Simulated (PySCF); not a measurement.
C₅H₆FNSi.
SMILES with atom numbers: `[N:1]#[C:2][C@H:3]1[CH2:4]/[C:5](=[CH:6]\[F:7])[SiH2:8]1`

Structure used (GFN2-xTB), in Å, numbered top down from 1:
```xyz
14
C5H6FNSi angstrom
N      3.201   -1.063    0.857
C      2.302   -0.704    0.245
C      1.166   -0.239   -0.475
C     -0.145   -0.990   -0.128
C     -0.973    0.191    0.318
C     -2.243    0.216    0.675
F     -3.012   -0.890    0.691
Si     0.420    1.451    0.135
H      1.396   -0.268   -1.541
H     -0.005   -1.715    0.676
H     -0.576   -1.515   -0.980
H     -2.796    1.092    0.983
H      0.984    1.984    1.369
H      0.280    2.450   -0.922
```

NICS is the negative of the GIAO shielding at a point without a nucleus: at the ring centre (0) and 1 Å above and below it (1); zz is the component along the ring normal. Level: GIAO PBE0/pcSseg-1 (PySCF, non-relativistic, gas phase) on the GFN2-xTB geometry, one conformer.

Ring bond lengths (Å), with Mayer bond orders in brackets: C3–C4 1.550 (0.96), C4–C5 1.510 (0.99), C5–Si8 1.887 (0.87), Si8–C3 1.945 (0.82).

Q: Give the NICS values of each ring in ppm.

A: 
| ring | type | NICS(0) | NICS(1), two faces | NICS(1)zz, two faces | rms pucker (Å) | centre to ring atoms, mean (Å) |
| --- | --- | --- | --- | --- | --- | --- |
| C3–C4–C5–Si8 | 4-membered ring with Si; formal bonds all single | 1.0 | -0.2 / -1.4 | 5.3 / 3.0 | 0.02 | 1.21 |

Q: What can be read from them?

A: 
- C3–C4–C5–Si8: mean NICS(1)zz 4.2 ppm, deshielded. C3, C4, Si8 have four or more neighbours, and the NICS criterion for π rings isn't applied.

Q: Give the inner angles of the rings and the Hirshfeld charges of the ring atoms.

A: 
- C3–C4–C5–Si8: C3 91.5° (-0.087 e), C4 98.7° (-0.061 e), C5 95.1° (-0.124 e), Si8 74.6° (+0.378 e); sum 359.8° against 360° for a flat convex ring.

Q: What are the shieldings of the ring atoms and their hydrogens in the same run (means over atoms taken as equivalent)?

A: 
| atoms | environment | σ isotropic (ppm) | principal values of the symmetric part, first atom (ppm) |
| --- | --- | --- | --- |
| C3 | sp3 carbon bound to silicon | 180.1 | 167.4, 180.0, 192.9 |
| C4 | allylic carbon | 152.2 | 138.5, 148.8, 169.3 |
| C5 | fully substituted alkene carbon | 71.4 | -16.7, 87.0, 144.1 |
| Si8 | SiH2 silicon | 379.2 | 341.0, 368.5, 428.0 |
| H9 | methine hydrogen | 29.31 | 24.7, 28.4, 34.9 |
| H10 | methylene hydrogen | 28.41 | 24.3, 28.5, 32.4 |
| H11 | methylene hydrogen | 28.22 | 23.9, 27.8, 33.0 |
| H13 | Si–H hydrogen | 26.40 | 23.9, 24.5, 30.8 |
| H14 | Si–H hydrogen | 26.42 | 23.8, 24.1, 31.4 |

Time: 39 s of wall time; peak memory 0.82 GiB. Hardware: Arm Neoverse N1, one thread, shared host. This is the whole shielding run at PBE0/pcSseg-1, SCF included.
